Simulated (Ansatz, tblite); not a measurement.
Removing and adding an electron: GeO₂. Total charge 0; singlet. Geometry: PBE0-D4/def2-TZVP. Ansatz, gas phase; energy differences of separate SCF runs; the oxidised species was run as a doublet alone; the reduced species was run as a doublet alone.

```
atom   x (Å)   y (Å)   z (Å)
 Ge1   0.000   0.001   0.001
  O2  -0.012  -1.190   1.089
  O3   0.012   1.189  -1.089
```

The xTB rows come from tblite. Correlated methods freeze 11 core orbitals; core or outer-core shells of Ge are correlated, in sets that lack core-valence functions. In CCSD on the charge 1 doublet the largest single amplitude is 0.29, so its Hartree–Fock determinant may place the open shell otherwise than the density functionals do. The structure comes from a short search, and lower isomers may exist.

```tsv
level	−HOMO (eV)	vertical IE (eV)	−LUMO (eV)	vertical EA (eV)	HOMO–LUMO gap (eV)	IE − EA (eV)	remarks
GFN1-xTB	15.04	19.52	8.01	4.23	7.02	15.29	–
GFN2-xTB	14.10	18.63	9.44	4.89	4.66	13.75	–
PBE-D4/def2-TZVP	7.84	11.62	3.99	–	3.85	–	–
r2SCAN-D4/def2-TZVPD	8.25	–	3.95	1.20	4.30	–	HOMO above zero (-1 doublet)
PBE0-D4/def2-TZVPD	9.44	–	3.17	1.19	6.27	–	HOMO above zero (-1 doublet)
MP2/def2-TZVPD	–	–	–	1.08	–	–	–
CCSD/def2-TZVPP	–	11.79	–	–	–	–	large T1 (0.024) (singlet), large T1 (0.060) (+1 doublet), spin-contaminated (⟨S²⟩ 1.22) (+1 doublet)
```

Q: Estimate the rows for HF/def2-TZVPD, PBE-D4/def2-TZVPD, r2SCAN-D4/def2-TZVP, PBE0-D4/def2-TZVP, CCSD/def2-TZVPD, CCSD(T)/def2-TZVPD, CCSD(T)/def2-TZVPP.

A: 
```
              level  −HOMO (eV)  vertical IE (eV)  −LUMO (eV)  vertical EA (eV)  HOMO–LUMO gap (eV)  IE − EA (eV)                                                                                                remarks
      HF/def2-TZVPD           –                 –           –              0.53                   –             –                                                                                                      –
  PBE-D4/def2-TZVPD        7.92                 –        4.12              1.18                3.80             –                                                                           HOMO above zero (-1 doublet)
r2SCAN-D4/def2-TZVP        8.21             11.68        3.86                 –                4.34             –                                                                                                      –
  PBE0-D4/def2-TZVP        9.39             11.78        3.03                 –                6.36             –                                                                                                      –
    CCSD/def2-TZVPD           –                 –           –              1.01                   –             –                                                                             large T1 (0.024) (singlet)
 CCSD(T)/def2-TZVPD           –                 –           –              1.05                   –             –                                                                             large T1 (0.024) (singlet)
 CCSD(T)/def2-TZVPP           –             11.86           –                 –                   –             –  large T1 (0.024) (singlet), large T1 (0.060) (+1 doublet), spin-contaminated (⟨S²⟩ 1.22) (+1 doublet)
```

Run but left out: HF/def2-TZVPP, MP2/def2-TZVPP (charge +1 doublet: ⟨S²⟩ 1.22, where a pure state has 0.75).   A HOMO above zero means that the electron is unbound at that level or that self-interaction error raises the level; the energy of removing that electron tells which. Raw xTB energy differences between charge states are shifted by several eV; the methods need an empirical correction for them.
